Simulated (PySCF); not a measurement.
## How methods differ on the ionisation energy of Cr⁺

Cr⁺ [Ar] 3d5 (6S) → Cr²⁺ [Ar] 3d4 (5D), as a difference of total energies. Calculation: PySCF 2.14, in dyall-av2z (16s12p7d2f, 101 functions); the non-relativistic Hamiltonian (point nucleus). Correlated levels: valence: [Ar] frozen; virtual orbitals above 40 to 60 times the deepest correlated orbital energy dropped. The calculations carry no spin-orbit coupling.

```
           method  ionisation energy (eV)  plus first-order spin-orbit estimate  difference from reference of that sum (eV)
              UHF                  15.140                                15.094                                      -1.392
    MP2 (valence)                  16.058                                16.011                                      -0.475
SCS-MP2 (valence)                  15.446                                15.399                                      -1.087
   CCSD (valence)                  16.079                                16.032                                      -0.454
CCSD(T) (valence)                  16.110                                16.063                                      -0.423
```

Reference: 16.486 eV (measured; NIST Atomic Spectra Database, ionization energies).

A first-order spin-orbit estimate (lowest level to lowest level, LS coupling) adds -0.047 eV.

These non-relativistic numbers lack the scalar-relativistic shift.

Errors of the correlated levels include the incompleteness of this basis and the frozen core.
